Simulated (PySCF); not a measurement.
PySCF input (M06-2X/def2-TZVPD):

```python
from pyscf import gto, scf, dft

mol = gto.M(
    atom='''
    Tl   -0.00000000   -0.00000000   -0.43926089
    Cl    0.00000000    0.00000000    2.09294892
    ''',
    basis='def2-tzvpd',
    ecp='def2-tzvp',
    charge=0,
    spin=0,
    verbose=4,
)

mf = dft.RKS(mol, xc='m062x').density_fit(auxbasis='def2-universal-jkfit')
mf.grids.level = 4
mf.conv_tol = 1e-9
mf.max_cycle = 100
mf.max_memory = 1500
mf.kernel()
if not mf.converged:
    mf = mf.newton()
    mf.kernel(mf.make_rdm1())
mf.analyze()
```

End of the output:

```
Extra cycle  E= -632.679054367477  delta_E= -6.71e-12  |g|= 3.2e-06  |ddm|= 7.72e-06
converged SCF energy = -632.679054367477
**** SCF Summaries ****
Total Energy =                        -632.679054367477306
Nuclear Repulsion Energy =              74.605296746101800
One-electron Energy =                -1087.138293861355123
Two-electron Energy =                  379.853942747775989
Two-electron Coulomb Energy =          422.991089933614660
DFT Exchange-Correlation Energy =      -43.137147185838664
HOMO-LUMO gap [eV] =                     7.325109707169709
**** MO energy ****
MO #1   energy= -102.567968718804  occ= 2
MO #2   energy= -9.73097334091975  occ= 2
MO #3   energy= -7.4502982014741   occ= 2
MO #4   energy= -7.4491619125725   occ= 2
MO #5   energy= -7.44916191257239  occ= 2
MO #6   energy= -5.22058204445793  occ= 2
MO #7   energy= -3.15935266150557  occ= 2
MO #8   energy= -3.15935266150543  occ= 2
MO #9   energy= -3.1527086146488   occ= 2
MO #10  energy= -0.841143146354364 occ= 2
MO #11  energy= -0.753000154074624 occ= 2
MO #12  energy= -0.752999567305441 occ= 2
MO #13  energy= -0.747162003853801 occ= 2
MO #14  energy= -0.747162003853721 occ= 2
MO #15  energy= -0.740166559006061 occ= 2
MO #16  energy= -0.457214470380421 occ= 2
MO #17  energy= -0.332238596427019 occ= 2
MO #18  energy= -0.332238596426893 occ= 2
MO #19  energy= -0.313614756452326 occ= 2
MO #20  energy= -0.044421937615908 occ= 0
MO #21  energy= -0.0444219376156865 occ= 0
MO #22  energy= -0.000988501922094723 occ= 0
MO #23  energy= 0.0100622141810811 occ= 0
MO #24  energy= 0.0483175068953599 occ= 0
MO #25  energy= 0.0483175129874872 occ= 0
MO #26  energy= 0.0571916479124918 occ= 0
MO #27  energy= 0.0584589398341174 occ= 0
MO #28  energy= 0.0584589398341595 occ= 0
MO #29  energy= 0.0777834621006468 occ= 0
MO #30  energy= 0.0777834621006512 occ= 0
MO #31  energy= 0.0923760109543781 occ= 0
MO #32  energy= 0.115905409321795  occ= 0
MO #33  energy= 0.11590540932185   occ= 0
MO #34  energy= 0.123585209523449  occ= 0
MO #35  energy= 0.221335865174192  occ= 0
MO #36  energy= 0.229357375341815  occ= 0
MO #37  energy= 0.22935798390627   occ= 0
MO #38  energy= 0.24995107650788   occ= 0
MO #39  energy= 0.249951076508008  occ= 0
MO #40  energy= 0.269215851265174  occ= 0
MO #41  energy= 0.269216253995639  occ= 0
MO #42  energy= 0.287107993413455  occ= 0
MO #43  energy= 0.3215136890505    occ= 0
MO #44  energy= 0.339833577387604  occ= 0
MO #45  energy= 0.33983357738765   occ= 0
MO #46  energy= 0.371605090946069  occ= 0
MO #47  energy= 0.556027182819762  occ= 0
MO #48  energy= 0.556027182819792  occ= 0
MO #49  energy= 0.581331988322162  occ= 0
MO #50  energy= 0.621417739159248  occ= 0
MO #51  energy= 0.621417739159349  occ= 0
MO #52  energy= 0.687369034877853  occ= 0
MO #53  energy= 0.687369034877974  occ= 0
MO #54  energy= 0.705311721370613  occ= 0
MO #55  energy= 0.705326724005507  occ= 0
MO #56  energy= 0.712148983299654  occ= 0
MO #57  energy= 0.712148983299848  occ= 0
MO #58  energy= 0.731886202387112  occ= 0
MO #59  energy= 0.739059582538169  occ= 0
MO #60  energy= 0.739059738649051  occ= 0
MO #61  energy= 0.806081707312908  occ= 0
MO #62  energy= 0.88520300220513   occ= 0
MO #63  energy= 0.885203002205138  occ= 0
MO #64  energy= 0.908970313186271  occ= 0
MO #65  energy= 0.950344657269653  occ= 0
MO #66  energy= 0.950345694718376  occ= 0
MO #67  energy= 0.975165958767709  occ= 0
MO #68  energy= 0.975165958767731  occ= 0
MO #69  energy= 1.01705112745104   occ= 0
MO #70  energy= 1.31321158140375   occ= 0
MO #71  energy= 2.01331655444452   occ= 0
MO #72  energy= 2.0135167685274    occ= 0
MO #73  energy= 2.05626566507166   occ= 0
MO #74  energy= 2.05626566507186   occ= 0
MO #75  energy= 2.09613013192497   occ= 0
MO #76  energy= 2.09618711587582   occ= 0
MO #77  energy= 2.09717504980747   occ= 0
MO #78  energy= 2.11173978161928   occ= 0
MO #79  energy= 2.11173978161947   occ= 0
MO #80  energy= 2.1145699627359    occ= 0
MO #81  energy= 2.11456996273602   occ= 0
MO #82  energy= 2.18599157790294   occ= 0
MO #83  energy= 2.18599157790321   occ= 0
MO #84  energy= 2.23131967400162   occ= 0
MO #85  energy= 2.23140382010167   occ= 0
MO #86  energy= 2.29794127244354   occ= 0
MO #87  energy= 2.3729821309056    occ= 0
MO #88  energy= 2.37298213090583   occ= 0
MO #89  energy= 2.41948002135086   occ= 0
MO #90  energy= 2.41952832826293   occ= 0
MO #91  energy= 2.41952832826298   occ= 0
MO #92  energy= 2.56114984606117   occ= 0
MO #93  energy= 2.92982337982338   occ= 0
MO #94  energy= 10.9084488226943   occ= 0
MO #95  energy= 10.9084488226945   occ= 0
MO #96  energy= 11.09707505176     occ= 0
MO #97  energy= 25.2510205770351   occ= 0
MO #98  energy= 34.7877496490075   occ= 0
MO #99  energy= 35.6707714791755   occ= 0
MO #100 energy= 35.6707714791756   occ= 0
MO #101 energy= 35.8004183452341   occ= 0
MO #102 energy= 128.842926354933   occ= 0

WARN: Weak orthogonality for localized orbitals 1.2628941439376864e-09

 ** Mulliken pop on meta-lowdin orthogonal AOs  **
 ** Mulliken pop  **
pop of  0 Tl 5s           1.80544
pop of  0 Tl 6s           1.94675
pop of  0 Tl 7s           0.00786
pop of  0 Tl 8s           0.01608
pop of  0 Tl 9s           0.01589
pop of  0 Tl 10s          0.05403
pop of  0 Tl 11s          0.07240
pop of  0 Tl 5px          0.00735
pop of  0 Tl 5py          0.00735
pop of  0 Tl 5pz          0.00764
pop of  0 Tl 6px          1.64817
pop of  0 Tl 6py          1.64817
pop of  0 Tl 6pz          1.67165
pop of  0 Tl 7px          0.17417
pop of  0 Tl 7py          0.17201
pop of  0 Tl 7pz          0.16252
pop of  0 Tl 8px          0.05485
pop of  0 Tl 8py          0.05419
pop of  0 Tl 8pz          0.12315
pop of  0 Tl 9px          0.12613
pop of  0 Tl 9py          0.12889
pop of  0 Tl 9pz          0.12435
pop of  0 Tl 5dxy         1.32732
pop of  0 Tl 5dyz         1.31502
pop of  0 Tl 5dz^2        1.31375
pop of  0 Tl 5dxz         1.35928
pop of  0 Tl 5dx2-y2      1.36062
pop of  0 Tl 6dxy         0.00073
pop of  0 Tl 6dyz         0.00081
pop of  0 Tl 6dz^2        0.00076
pop of  0 Tl 6dxz         0.28189
pop of  0 Tl 6dx2-y2      0.26278
pop of  0 Tl 7dxy         0.36717
pop of  0 Tl 7dyz         0.39890
pop of  0 Tl 7dz^2        0.42347
pop of  0 Tl 7dxz         0.33079
pop of  0 Tl 7dx2-y2      0.32947
pop of  0 Tl 8dxy         0.26297
pop of  0 Tl 8dyz         0.28027
pop of  0 Tl 8dz^2        0.26195
pop of  0 Tl 8dxz         0.02717
pop of  0 Tl 8dx2-y2      0.03595
pop of  0 Tl 5f-3         0.00001
pop of  0 Tl 5f-2         0.00006
pop of  0 Tl 5f-1         0.00027
pop of  0 Tl 5f+0         0.00004
pop of  0 Tl 5f+1         0.00000
pop of  0 Tl 5f+2         0.00000
pop of  0 Tl 5f+3         0.00000
pop of  0 Tl 6f-3         0.00000
pop of  0 Tl 6f-2         0.00052
pop of  0 Tl 6f-1         0.00042
pop of  0 Tl 6f+0         0.00054
pop of  0 Tl 6f+1         0.00002
pop of  0 Tl 6f+2         0.00000
pop of  0 Tl 6f+3         0.00000
pop of  1 Cl 1s           1.99999
pop of  1 Cl 2s           1.99965
pop of  1 Cl 3s           1.99466
pop of  1 Cl 4s           0.02845
pop of  1 Cl 5s           0.00782
pop of  1 Cl 6s           0.00304
pop of  1 Cl 2px          1.99998
pop of  1 Cl 2py          1.99998
pop of  1 Cl 2pz          1.99997
pop of  1 Cl 3px          1.96947
pop of  1 Cl 3py          1.96945
pop of  1 Cl 3pz          1.89061
pop of  1 Cl 4px          0.00765
pop of  1 Cl 4py          0.00989
pop of  1 Cl 4pz          0.03002
pop of  1 Cl 5px          0.00214
pop of  1 Cl 5py          0.00277
pop of  1 Cl 5pz          0.01005
pop of  1 Cl 6px          0.00121
pop of  1 Cl 6py          0.00119
pop of  1 Cl 6pz          0.00726
pop of  1 Cl 7px          0.00048
pop of  1 Cl 7py          0.00047
pop of  1 Cl 7pz          0.00343
pop of  1 Cl 3dxy         0.00002
pop of  1 Cl 3dyz         0.00576
pop of  1 Cl 3dz^2        0.02746
pop of  1 Cl 3dxz         0.00476
pop of  1 Cl 3dx2-y2      0.00000
pop of  1 Cl 4dxy         0.00024
pop of  1 Cl 4dyz         0.00630
pop of  1 Cl 4dz^2        0.01599
pop of  1 Cl 4dxz         0.00411
pop of  1 Cl 4dx2-y2      0.00000
pop of  1 Cl 5dxy         0.00059
pop of  1 Cl 5dyz         0.00249
pop of  1 Cl 5dz^2        0.00977
pop of  1 Cl 5dxz         0.00217
pop of  1 Cl 5dx2-y2      0.00003
pop of  1 Cl 4f-3         0.00000
pop of  1 Cl 4f-2         0.00002
pop of  1 Cl 4f-1         0.00167
pop of  1 Cl 4f+0         0.00518
pop of  1 Cl 4f+1         0.00178
pop of  1 Cl 4f+2         0.00001
pop of  1 Cl 4f+3         0.00000
 ** Mulliken atomic charges  **
charge of    0Tl =      1.02800
charge of    1Cl =     -1.02800
Dipole moment(X, Y, Z, Debye): -0.00000, -0.00000, -5.11401
```
